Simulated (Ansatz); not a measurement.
The cluster Li₃Sn⁺, relaxed as a singlet with RKS PBE0-D4/def2-TZVP in Ansatz, starting from the GFN2-xTB geometry. Force threshold 0.02 eV/Å.

In the def2 sets Sn takes a core potential; there is no spin–orbit coupling. The structure comes from a short search, and lower isomers may exist.

Start:

```xyz
4

Li   -1.167   -0.774    1.583
Li    0.704    1.340    1.147
Li   -0.815   -1.206   -1.432
Sn    1.278    0.640   -1.297
```

(1) Estimate the energy that the relaxation releases and the steps that it takes.

(2) Does the start keep its bonding?

(3) Predict the relaxed structure.

Results:

(1) 1.31 eV, in 15 steps; 17 s on 4 threads of Arm Neoverse V1 on a shared host. No frequencies were taken in this run, so the end may be a saddle point.

(2) Bonds lost: Li1–Li2 (atoms count from 1). Bonds formed: Li1–Sn4 (atoms count from 1). The end is the same structure that another start reached, the lowest one found.

(3) 
```xyz
4

Li   -1.5144   -1.0643    1.9508
Li    1.6544    2.0571    0.5586
Li   -0.1450   -0.9942   -2.5048
Sn    0.0050    0.0015   -0.0047
```
Bond lengths (bridged metal pairs left out): 3 × Li–Sn 2.70 Å.
